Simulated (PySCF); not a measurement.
Orbital gap (eV) of eight silicon and germanium compounds: PBE beside HF, computed with PySCF for isolated molecules in the bases named; differences from unrounded values. The eight are the first of their class met in an unordered collection, after screening for sound electronic states; none was chosen by its value. Each molecule has one DFT geometry for both levels.

```json
[
 {"molecule": "Si(H)2(OH)(NMe2) (C2H9NOSi), SMILES CN(C)[SiH2]O", "basis": "def2-TZVP", "HF": "13.23", "PBE": "[?]", "difference": "[?]"},
 {"molecule": "Si(F)(Br)(OH)(OMe) (CH4BrFO2Si), SMILES CO[Si](O)(F)Br", "basis": "def2-TZVP", "HF": "15.19", "PBE": "[?]", "difference": "[?]"},
 {"molecule": "C2H8N2OSi, SMILES C/C=N\\[Si@H](N)O", "basis": "def2-TZVP", "HF": "13.75", "PBE": "3.80", "difference": "-9.95"},
 {"molecule": "C₄H₇FSi, SMILES [SiH](C=C)(C=C)F", "basis": "def2-TZVP", "HF": "13.19", "PBE": "4.95", "difference": "-8.24"},
 {"molecule": "F3GeH3OSi, SMILES [SiH3][O][Ge]([F])([F])[F]", "basis": "def2-TZVP", "HF": "15.49", "PBE": "[?]", "difference": "[?]"},
 {"molecule": "Si(F)2(SiH3)2 (F₂H₆Si₃), SMILES F[Si](F)([SiH3])[SiH3]", "basis": "def2-TZVP", "HF": "12.82", "PBE": "4.96", "difference": "-7.86"},
 {"molecule": "C₃H₈FNSi, SMILES CC/N=C/[SiH2]F", "basis": "def2-TZVP", "HF": "13.70", "PBE": "3.79", "difference": "-9.91"},
 {"molecule": "Ge(H)2(Br)(OH) (BrGeH3O), SMILES [OH][GeH2][Br]", "basis": "def2-TZVPD", "HF": "12.85", "PBE": "5.60", "difference": "-7.25"}
]
```

Problem. Some entries are withheld; supply them. (The exact figures need the calculation; the answer reports its results.)

Solution. 
- F3GeH3OSi, SMILES [SiH3][O][Ge]([F])([F])[F], PBE: 5.62
- F3GeH3OSi, SMILES [SiH3][O][Ge]([F])([F])[F], difference: -9.87
- Si(F)(Br)(OH)(OMe) (CH4BrFO2Si), SMILES CO[Si](O)(F)Br, PBE: 6.47
- Si(F)(Br)(OH)(OMe) (CH4BrFO2Si), SMILES CO[Si](O)(F)Br, difference: -8.73
- Si(H)2(OH)(NMe2) (C2H9NOSi), SMILES CN(C)[SiH2]O, PBE: 4.96
- Si(H)2(OH)(NMe2) (C2H9NOSi), SMILES CN(C)[SiH2]O, difference: -8.27

PBE lies below HF in 8 and above it in 0 of the eight; the mean signed difference is -8.76 and the largest -9.95 eV.
